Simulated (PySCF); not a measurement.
UHF on Hf⁻ (hafnium, charge -1), [Xe] 4f14 5d3 6s2, high-spin 4F determinant. Calculation: PySCF 2.14, in x2c-TZVPPall with one added diffuse shell each of s, p, d, f type (12s8p8d4f1g, 113 functions); the spin-free X2C one-electron Hamiltonian (Gaussian nucleus).

```
cycle= 1 E= -15073.3684293242  delta_E= -0.00305  |g|= 0.0171  |ddm|= 0.0506
cycle= 2 E= -15073.3685717517  delta_E= -0.000142  |g|= 0.00438  |ddm|= 0.0133
cycle= 3 E= -15073.3685837496  delta_E= -1.2e-05  |g|= 0.00158  |ddm|= 0.0078
cycle= 4 E= -15073.3685846687  delta_E= -9.19e-07  |g|= 0.000477  |ddm|= 0.00254
cycle= 5 E= -15073.3685853435  delta_E= -6.75e-07  |g|= 0.000211  |ddm|= 0.00485
cycle= 6 E= -15073.3685856132  delta_E= -2.7e-07  |g|= 0.000119  |ddm|= 0.00382
cycle= 7 E= -15073.3685858744  delta_E= -2.61e-07  |g|= 5.12e-05  |ddm|= 0.00704
cycle= 8 E= -15073.3685859247  delta_E= -5.04e-08  |g|= 1.82e-05  |ddm|= 0.00371
cycle= 9 E= -15073.36858593  delta_E= -5.28e-09  |g|= 2.49e-06  |ddm|= 0.0015
cycle= 10 E= -15073.36858593  delta_E= -1.46e-11  |g|= 3.74e-07  |ddm|= 4.39e-05
converged SCF energy = -15073.36858593  <S^2> = 4.0361931  2S+1 = 4.1406247
```

Highest occupied orbital energy: 0.025 eV; ⟨L²⟩ = 12.04; populations by l: s 12.00, p 24.00, d 23.00, f 14.00.

(1) Can this result be used?

Answers

(1) With care. Self-consistency was reached. Spin-orbit coupling, absent here, splits the open shell strongly. ⟨S²⟩ = 4.04 against 3.75 shows spin contamination. The configuration of this anion was assumed by filling the next shell in order. It is not the known or likely ground configuration (Ca⁻, Sr⁻ and Ba⁻, for instance, bind a p electron), so these values are not the electron affinity of the element. At UHF the highest occupied level has a positive energy, so only the finite basis holds that electron.
